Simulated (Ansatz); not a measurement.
Ansatz (an electronic-structure program) input (r2SCAN/def2-TZVPP): A basis named .json is the Basis Set Exchange file of that set (core-valence sets with the plain set on hydrogen).

Ansatz 0.2 input:
```yaml
crystal:
  periodic: [false, false, false]
  atoms:
    - {symbol: Si, position_ang: [-0.08497619, -0.52288476, 0.02360404]}
    - {symbol: O, position_ang: [-0.03550231, 1.04350028, -0.04212334]}
    - {symbol: H, position_ang: [1.47368503, -1.02761551, 0.00653007]}
basis:
  gaussian:
    orbitals: def2-TZVPP
    fitting: {mean_field: cc-pVTZ-JKFIT.json}
hamiltonian:
  xc: {name: r2SCAN}
total_charge: -1
magnetization: {spin_polarized: false}
```

Output:

```
Functional definition: r2SCAN
integrals: 0.01 GiB planned
230 factors; integrals over basis functions are off by at most 1.0e0 eV
mean field: 0.15 GiB planned
mean field evaluation 1: about -9939.6729 eV, gradient 1.8e1 eV
mean field evaluation 2: about -9936.5504 eV, gradient 4.4e1 eV
mean field evaluation 4: about -9940.5064 eV, gradient 1.2e0 eV
mean field evaluation 8: about -9940.5107 eV, gradient 2.2e-2 eV
mean field -9940.51072727 eV, -365.3070313072 hartree, gradient 2.7e-5 eV, S^2 0.000000; 0 other end points of the search recorded, 0 dependent functions left out
reference -9940.51073525 eV, -365.3070316002 hartree; 12, 12 occupied and 75, 75 virtual orbitals, 230 factors
Total energy: -9940.51073525 eV, -365.3070316002 hartree
```
